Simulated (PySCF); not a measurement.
A structure optimised at B3LYP-D3(BJ)/def2-TZVP, used in a PySCF frequency run:

```
Cu
O 1 1.9704
H 2 0.9652 1 115.34
H 2 0.9652 3 107.32 1 -130.07
Cl 1 2.0885 3 159.72 2 178.99
```

**Question.** Write its SMILES, formula and point group.

**Answer.** [OH2]->[Cu][Cl], ClCuH2O, Cs

**Question.** What are its rotational constants (standard atomic weights)?

**Answer.** 332.61, 2.3359, 2.3260 GHz
